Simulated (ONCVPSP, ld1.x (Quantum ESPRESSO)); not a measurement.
# Potentials for phosphorus (P) compared

Generated with ld1.x 7.5 (TM, RRKJ, ultrasoft, PAW), atompaw 4.2 or ONCVPSP 4.0.1. The cutoff is in Ry: for ld1.x and atompaw files where the sum of valence levels is converged to 10 mRy in a Bessel basis, for ONCV files where the hardest occupied wave has 1 mHa per electron of residual kinetic energy. The error is the largest all-electron minus pseudo excitation energy over each file’s own four to seven test configurations (ionisations up to +4, promotions, holes and added fractions of an electron), all of which were solved. The labels leave out finer settings (local radius, basis sizes, second energies), which also bear on the numbers. Spin-polarised tests are not counted. The rows are a selection from randomly drawn settings: files with unsolved tests, undetermined cutoffs or missed reference levels are left out.

| potential | cutoff (Ry) | largest error (meV) | bound ghosts |
| --- | --- | --- | --- |
| TM, PW91, fully relativistic, rc 1.20/1.55 (sp), local smoothed, core correction yes, reference 3s2 3p2.5 | 50 | +280 | none |
| ONCV, LDA (Perdew-Zunger), scalar-relativistic, rc 0.75/0.95/0.85 (spd), local smoothed, core correction no, reference 2s2 2p6 3s2 3p3, qcut 18.8/17.7/12.8, projectors 2/2/1 | 246 | +9.2 | none |
| TM, LDA (PZ), scalar-relativistic, rc 1.40/1.20/1.35 (spd), local smoothed, core correction yes, reference 3s2 3p1 | 70 | +43 | none |
| ONCV, PBEsol, scalar-relativistic, rc 0.94/0.98 (sp), local smoothed, core correction yes, reference 2s2 2p6 3s1 3p4, qcut 13.5/13.1, projectors 3/3 | 155 | +24 | none |
| RRKJ, PBEsol, scalar-relativistic, rc 1.70/1.30 (sp), local s, core correction yes, reference 3s2 3p2.5 | 55 | +106 | none |

Q: Fill in the row for P: ONCV, PW91, scalar-relativistic, rc 1.60/1.85/1.82 (spd), local smoothed, core correction yes, reference 3s1.5 3p3.5, qcut 5.1/3.9/5.1, projectors 2/2/2.

A: cutoff 21 Ry, largest error +5.9 meV, bound ghosts: none.
